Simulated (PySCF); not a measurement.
Si(F)2(Me)(OH) (CH₄F₂OSi), SMILES [Si](O)(F)(C)F. Heavy atoms are numbered as in [CH3:1][Si:2]([OH:3])([F:4])[F:5]. Hydrogens are named by the atom that carries them.

The structure is a stationary point at ωB97X-D3(BJ)/def2-SVP. Other conformers were not sampled.

The numbers are results of PySCF with PBE/pcSseg-1, not measurements.

GIAO shieldings, no solvent; atoms alike by connectivity are averaged. δ = σ(ref) − σ: ¹³C against TMS (σ = 182.0 ppm); ²⁹Si against TMS (σ = 335.4 ppm); ¹⁷O against H2O (σ = 334.3 ppm); ¹⁹F against CFCl3 (σ = 133.6 ppm); ¹H against TMS (σ = 31.49 ppm), references at their B3LYP-D3(BJ)/def2-TZVP geometries, non-relativistic.

```csv
atoms,nucleus,count,δ (ppm)
C1 (CH3),¹³C,1,[?]
Si2,²⁹Si,1,-33.3
O3 (OH),¹⁷O,1,[?]
F4,¹⁹F,2,-161.2
H on O3,¹H,1,[?]
H on C1,¹H,3,0.53
```

### Question
Some entries are withheld; supply them. (The exact figures need the calculation; the answer reports its results.)

### Answer

- O3 (OH), δ (ppm): 65.2
- H on O3, δ (ppm): 2.48
- C1 (CH3), δ (ppm): -6.7
